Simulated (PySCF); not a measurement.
Fill in the blanks.

C6H6F2.
Atom-mapped SMILES: `[F:1][C:2]1([F:3])[CH:4]=[CH:5][C@@H:6]2[CH2:7][C@H:8]12` (hydrogens: H9 on C4; H10 on C5; H11 on C6; H12, H13 on C7; H14 on C8)

```tsv
property	level	value
point group of the GFN2-xTB geometry	GFN2-xTB	C1
rotational constants A, B, C of the GFN2-xTB geometry	GFN2-xTB	?
dipole moment	CAM-B3LYP/def2-SVPD	3.18 D
HOMO energy	CAM-B3LYP/def2-SVPD	-8.98 eV
LUMO energy	CAM-B3LYP/def2-SVPD	0.56 eV
lowest singlet excitation	TDDFT CAM-B3LYP/def2-SVPD	?
lowest triplet excitation (Tamm–Dancoff)	TDA CAM-B3LYP/def2-SVPD	4.12 eV
static isotropic polarisability	CAM-B3LYP/def2-SVPD	63.7 au
electronic spatial extent ⟨r²⟩ about the centre of nuclear charge	CAM-B3LYP/def2-SVPD	?
largest of the computed one-bond spin–spin couplings (means over like bonds)	B3LYP/pcJ-1, spin–dipole term left out for some pairs	19F–13C -300.4 (F1–C2), 19F–13C -296.3 (F3–C2), 13C–1H +184.1 (C8–H14), 13C–1H +179.8 (C6–H11), 13C–1H +179.0 (C4–H9), 13C–1H +175.0 (C7–H13), 13C–1H +173.0 (C5–H10), 13C–1H +163.9 (C7–H12) Hz
```

Electronic properties: PySCF, gas phase, density fitting.

(1) What is the lowest singlet excitation?

(2) What are the rotational constants A, B, C of the GFN2-xTB geometry?

(3) The electronic spatial extent ⟨r²⟩ about the centre of nuclear charge?

## Answers

(1) 6.30 eV (197 nm, f = 0.098).

(2) 3.506, 2.054, 1.790 GHz.

(3) 758 bohr².

No computed singlet falls in the visible range (750 to 380 nm, 1.65 to 3.26 eV); S1 lies 3.04 eV above its blue end. The dipole matches unit charges of opposite sign 0.66 Å apart (1 e·Å = 4.8032 D). The rotational constants make it an asymmetric top with κ = (2B − A − C)/(A − C) = -0.69, nearer the prolate limit (−1).
